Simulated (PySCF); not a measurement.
C₈H₁₁ (doublet state).
Geometry (GFN2-xTB, Å), atoms numbered from 1 in this order:
```
atom  x, y, z in Å
C1    -1.6723    0.7976   -1.1547
C2    -1.0719    0.0675    0.0068
C3    -2.0472   -0.4986    0.9872
C4     0.2799   -0.0789    0.1278
C5     1.0166   -0.7291    1.1386
C6     2.3913   -0.6453    0.8547
C7     2.5938    0.0335   -0.3048
C8     1.2808    0.4610   -0.8685
H9    -1.0846    1.6735   -1.4231
H10   -1.7156    0.1495   -2.0333
H11   -2.6870    1.1144   -0.9240
H12   -2.5515    0.3059    1.5269
H13   -1.5645   -1.1473    1.7103
H14   -2.8150   -1.0692    0.4631
H15    0.6057   -1.2155    2.0036
H16    3.1629   -1.0657    1.4771
H17    3.5353    0.2540   -0.7732
H18    1.2192    1.5499   -0.9533
H19    1.1144    0.0520   -1.8687
```

The hyperfine couplings belong to this conformer and change with its torsions.

The species is `C[C](C)C1=CC=CC1` [radical].

Method used: UKS B3LYP, pcH-1 on C H, non-relativistic, mean-field spin-orbit, GIAO (PySCF). The structure is a single GFN2-xTB conformer in the gas phase; no vibrational or solvent corrections. Couplings are sensitive to structure, and on GFN2-xTB geometries they can be far from those on DFT ones. No stability test was run, so a lower SCF solution isn't excluded. ⟨S²⟩ is 0.787 where a pure state has 0.75.

The largest Mulliken spin populations are on C5 (+0.52), C2 (+0.47), C7 (+0.46) and C4 (-0.22). Three atoms exceed +0.15. The angles at C5 add up to 360.0°, so it is planar.

**Question.** McConnell's relation a(H) = Q·ρ ties the coupling of a proton on a planar π carbon to the spin population of that carbon. What Q do the computed values give?

**Answer.** 
```json
{"H": "H15", "C": "C5", "ρ(C)": "+0.524", "a(H) (G)": "-11.75", "a/ρ (G)": "-22.4"}
{"H": "H16", "C": "C6", "ρ(C)": "-0.207", "a(H) (G)": "+3.32", "a/ρ (G)": "-16.1"}
{"H": "H17", "C": "C7", "ρ(C)": "+0.463", "a(H) (G)": "-10.71", "a/ρ (G)": "-23.1"}
```

A least-squares line through the origin gives Q = -22.2 G with Mulliken populations. In McConnell's picture π spin on carbon polarises the C–H bond and leaves opposite spin at the proton, which makes Q negative, as found here. Where ρ is negative the coupling is positive.

**Question.** Leave H15 and its like out of the fit. How well does the relation then predict its coupling?

**Answer.** The other protons give Q = -22.0 G, so a = -22.0 × 0.524 ≈ -11.51 G, against the computed -11.75 G.

Couplings in gauss use g_iso = 2.0026.
